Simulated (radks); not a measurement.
Question: P+, 14 electrons, occupied as [Ne] 3s2 3p2 (the NIST ground configuration). All-electron calculation, scalar-relativistic Kohn-Sham, BLYP, spin-polarised, spherical densities, finite nucleus; open shells are filled with parallel spins first; Fermi nuclear charge, rms radius 3.1889 fm. Program: a radial shooting solver on a logarithmic mesh with Libxc functionals. Some entries of the table are withheld. Estimate them.

orbital  occ.  eigenvalue (eV)  r(max) (bohr)
1s up       1        -2096.235        0.06764
1s down     1        -2095.983        0.06763
2s up       1        -184.3176         0.4186
2s down     1        -184.0726         0.4188
2p up       3        -135.0939            (1)
2p down     3        -134.7558            (2)
3s up       1              (3)          1.542
3s down     1              (4)          1.533
3p up       2         -14.7322            (5)

Answer: 
(1) 2p up r(max) (bohr): 0.3533
(2) 2p down r(max) (bohr): 0.3536
(3) 3s up eigenvalue (eV): -23.8646
(4) 3s down eigenvalue (eV): -21.9195
(5) 3p up r(max) (bohr): 1.740
